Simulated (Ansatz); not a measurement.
The same path of Cl2H2Sn (5 atoms, charge 0, multiplicity 1) was run twice with different band settings. Lost on the way: Sn1–H2, Sn1–Cl3. Made: H2–Cl3.

These are results of Ansatz 0.2.0, RKS PBE/def2-SVP, not measurements.

Relaxed end points:

```xyz
5
Properties=species:S:1:pos:R:3
Sn 0.192 0.041 0.317
H -0.005 -0.076 2.022
Cl 2.513 -0.024 -0.141
H -0.461 1.407 -0.501
Cl -0.763 -1.895 -0.651
```

```xyz
5
Properties=species:S:1:pos:R:3
Sn -0.968 0.482 0.154
H 1.729 -0.662 1.922
Cl 1.929 0.232 0.999
H -0.178 1.191 -1.313
Cl -1.035 -1.789 -0.717
```

Common settings: movable images 5; climbing image yes; spring 5.0 eV/Å²; optimiser quadratic models (default); force threshold 0.05 eV/Å; iteration limit 60; end points relaxed.

| run | start path |
| --- | --- |
| 1 | through a guess of the saddle point |
| 2 | straight line |

(1) What does each run give, and how far can it be trusted?

## Answers

(1) Run 1: converged after 9 iterations, highest image 1.512 eV above the first end. A vibrational analysis at the climbing image gives one clearly imaginary mode, 843i cm⁻¹: a first-order saddle point.
Run 2: converged after 7 iterations, highest image 1.512 eV above the first end. Another band between the same ends (5 images) ends at a top of the same energy, where a vibrational analysis finds 1 clearly imaginary mode.
The orbitals stay closed-shell, which can raise the energy where a bond breaks towards radicals; this wasn't checked here.
